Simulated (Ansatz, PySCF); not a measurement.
Molecule: BBr₂, net charge 0, doublet state. It need not be the lowest isomer of its formula. SMILES: Br[B]Br
Geometry: optimised at B3LYP-D3(BJ)/def2-TZVP (Ansatz, a program for electronic structure).

Quantity: vertical ionisation energy (to the singlet state of charge +1; each state is the SCF solution reached for its spin), in eV. Correlated levels leave the core frozen unless marked. UHF or UKS for open shells. No spin-orbit coupling. Frozen are the shells of the preceding noble gas and the d and f shells that filled before the atom's block. Non-relativistic. CBS(X,Y): correlation extrapolated as X^-3; Hartree-Fock from the larger set. The bracket is a focal-point correction in the basis named.

```json
[
 {"level": "HF/aug-cc-pVTZ", "program": "Ansatz", "vertical ionisation energy (eV)": "8.48", "minus last row": "0.04"},
 {"level": "HF/aug-cc-pVQZ", "program": "Ansatz", "vertical ionisation energy (eV)": "8.48", "minus last row": "0.04"},
 {"level": "SVWN5/def2-TZVPD", "program": "Ansatz", "vertical ionisation energy (eV)": "8.31", "minus last row": "-0.13"},
 {"level": "r2SCAN/def2-TZVPD", "program": "Ansatz", "vertical ionisation energy (eV)": "8.56", "minus last row": "0.12"},
 {"level": "B3LYP/def2-TZVPD", "program": "Ansatz", "vertical ionisation energy (eV)": "8.46", "minus last row": "0.02"},
 {"level": "PBE0/def2-TZVPD", "program": "Ansatz", "vertical ionisation energy (eV)": "8.54", "minus last row": "0.10"},
 {"level": "BHLYP/def2-TZVPD", "program": "Ansatz", "vertical ionisation energy (eV)": "8.61", "minus last row": "0.17"},
 {"level": "M06-2X/def2-TZVPD", "program": "PySCF", "vertical ionisation energy (eV)": "8.58", "minus last row": "0.14"},
 {"level": "CAM-B3LYP/def2-TZVPD", "program": "Ansatz", "vertical ionisation energy (eV)": "8.61", "minus last row": "0.17"},
 {"level": "wB97M-V/def2-TZVPD", "program": "Ansatz", "vertical ionisation energy (eV)": "8.36", "minus last row": "-0.08"},
 {"level": "wB97X-V/def2-TZVPD", "program": "Ansatz", "vertical ionisation energy (eV)": "8.53", "minus last row": "0.09"},
 {"level": "B2PLYP/def2-TZVPD", "program": "Ansatz", "vertical ionisation energy (eV)": "8.35", "minus last row": "-0.09"},
 {"level": "MP2/aug-cc-pVDZ", "program": "Ansatz", "vertical ionisation energy (eV)": "8.29", "minus last row": "-0.15"},
 {"level": "MP2/aug-cc-pVTZ", "program": "Ansatz", "vertical ionisation energy (eV)": "8.34", "minus last row": "-0.10"},
 {"level": "RI-MP2/aug-cc-pVQZ", "program": "Ansatz", "vertical ionisation energy (eV)": "8.38", "minus last row": "-0.06"},
 {"level": "RI-MP2/CBS(aug-cc-pVTZ,aug-cc-pVQZ)", "program": "Ansatz", "vertical ionisation energy (eV)": "8.42", "minus last row": "-0.02"},
 {"level": "CCSD/aug-cc-pVDZ", "program": "Ansatz", "vertical ionisation energy (eV)": "8.37", "minus last row": "-0.07"},
 {"level": "CCSD/aug-cc-pVTZ", "program": "Ansatz", "vertical ionisation energy (eV)": "8.45", "minus last row": "0.01"},
 {"level": "CCSD(T)/aug-cc-pVTZ", "program": "Ansatz", "vertical ionisation energy (eV)": "8.35", "minus last row": "-0.09"},
 {"level": "RI-MP2/CBS(aug-cc-pVTZ,aug-cc-pVQZ)+[CCSD(T)-MP2]/aug-cc-pVDZ", "program": "Ansatz", "vertical ionisation energy (eV)": "8.39", "minus last row": "-0.05"},
 {"level": "RI-MP2/CBS(aug-cc-pVTZ,aug-cc-pVQZ)+[CCSD(T)-MP2]/aug-cc-pVTZ", "program": "Ansatz", "vertical ionisation energy (eV)": "8.44", "minus last row": "0.00"}
]
```

For comparison, minus the highest occupied orbital energy (PySCF): 6.69 eV at MN15/def2-TZVPD, 7.34 eV at M06-2X/def2-TZVPD, 5.20 eV at BP86/def2-TZVPD.
